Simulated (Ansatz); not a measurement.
Input file for C$_{2}$H$_{9}$NOSi, SMILES `CN[SiH2]OC`:

```yaml
crystal:
  periodic: [false, false, false]
  atoms:
    - {symbol: C, position_ang: [-1.635110, -1.050622, 0.359609]}
    - {symbol: N, position_ang: [-0.607784, -1.096225, -0.657040]}
    - {symbol: Si, position_ang: [0.273934, 0.238914, -1.245416]}
    - {symbol: O, position_ang: [1.623651, 0.681128, -0.412109]}
    - {symbol: C, position_ang: [1.572396, 1.157455, 0.909700]}
    - {symbol: H, position_ang: [-2.496592, -1.668974, 0.087925]}
    - {symbol: H, position_ang: [-1.995739, -0.024438, 0.464046]}
    - {symbol: H, position_ang: [-1.281651, -1.376837, 1.345521]}
    - {symbol: H, position_ang: [-0.276068, -2.025827, -0.859422]}
    - {symbol: H, position_ang: [-0.678433, 1.384140, -1.214267]}
    - {symbol: H, position_ang: [0.791045, -0.090918, -2.591433]}
    - {symbol: H, position_ang: [2.550758, 1.565447, 1.170865]}
    - {symbol: H, position_ang: [0.825669, 1.953443, 1.026648]}
    - {symbol: H, position_ang: [1.333914, 0.353314, 1.615381]}
basis:
  gaussian: {orbitals: def2-TZVPP}
correlation: {method: ccsd_t}
```

```sh
$ ansatz run in.yaml --threads 2 --pin off --events-out ev --progress --plain --max-ram 22528MiB --backend cuda --devices 0, --max-vram 18GiB
```

Output of Ansatz, abridged:

```
Functional definition: HF
1699 factors; integrals over basis functions are off by at most 1.0e-3 eV
mean field evaluation 1: about -13584.0386 eV, gradient 4.4e1 eV
mean field evaluation 2: about -13584.3324 eV, gradient 4.5e1 eV
mean field evaluation 4: about -13588.6859 eV, gradient 4.6e0 eV
mean field evaluation 8: about -13588.7530 eV, gradient 2.9e-1 eV
mean field -13588.75321742 eV, -499.3774699523 hartree, gradient 1.8e-6 eV, S^2 0.000000; 0 other end points of the search recorded, 0 dependent functions left out
9 core orbitals not correlated: weight in the atoms' cores, before any rotation towards them, 1.000 or more for the frozen orbitals, at most 0.000 for the correlated occupied ones
reference -13588.75321742 eV, -499.3774699523 hartree; 16, 16 occupied and 267, 267 virtual orbitals, 1699 factors
second order -25.21165040 eV of doubles, -0.00000000 eV of singles
cycle   1  -25.81460774 eV  change   -6.0e-1 eV  update   1.0e-1
cycle   2  -26.43451832 eV  change   -6.2e-1 eV  update   2.9e-2
cycle   3  -26.55939098 eV  change   -1.2e-1 eV  update   1.4e-2
cycle   4  -26.54919469 eV  change    1.0e-2 eV  update   3.4e-3
cycle   5  -26.54888586 eV  change    3.1e-4 eV  update   1.7e-3
cycle   6  -26.54945104 eV  change   -5.7e-4 eV  update   5.1e-4
cycle   7  -26.54915970 eV  change    2.9e-4 eV  update   1.9e-4
cycle   8  -26.54910810 eV  change    5.2e-5 eV  update   5.5e-5
cycle   9  -26.54912264 eV  change   -1.5e-5 eV  update   1.9e-5
perturbative correction -0.97076444 eV, -0.0356749353 hartree
Total energy: -13616.27310451 eV, -500.3888071492 hartree
```

Run time 3.6 s (2 threads of an AMD EPYC 7R13 on a shared host and a share of an NVIDIA H100 80 GB); peak host memory 0.8 GiB.

MP2 recovers 91.6 % of the CCSD(T) correlation energy and the triples give 3.5 %; T1 = 0.0108.
